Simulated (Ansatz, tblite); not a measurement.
Cost and result up the ladder for Si2Au (the lowest doublet isomer of a short search) (3 atoms). Total charge 0; doublet. Geometry: PBE-D4/def2-TZVP.

```
atom    x (Å)    y (Å)    z (Å)
 Au1   0.1973   1.2930   0.5571
 Si2  -0.0061  -1.0960   0.7321
 Si3  -0.1912  -0.1969  -1.2892
```

Ansatz on 4 threads of Arm Neoverse V2 on a shared host; xTB runs through tblite on one thread. Times are rough, summed over both states, and most runs start from the orbitals of an earlier one. No level here is sound enough to serve as a yardstick. The other state is a triplet.

In the def2 sets Au takes a core potential; there is no spin–orbit coupling. The xTB rows come from tblite. The structure comes from a short search, and lower isomers may exist.

Raw xTB energies of ions are shifted by several eV, and xTB has no spin-polarisation term.

```
              level  functions  wall time
           GFN2-xTB         27    0.004 s
           GFN1-xTB         27    0.006 s
   PBE-D4/def2-TZVP        114      5.2 s
r2SCAN-D4/def2-TZVP        114       15 s
```

Problem. Estimate what each level gives for the vertical IE (eV).

Solution. 
| level | vertical IE (eV) |
| --- | --- |
| GFN2-xTB | 10.10 |
| GFN1-xTB | 11.62 |
| PBE-D4/def2-TZVP | 7.38 |
| r2SCAN-D4/def2-TZVP | 7.35 |
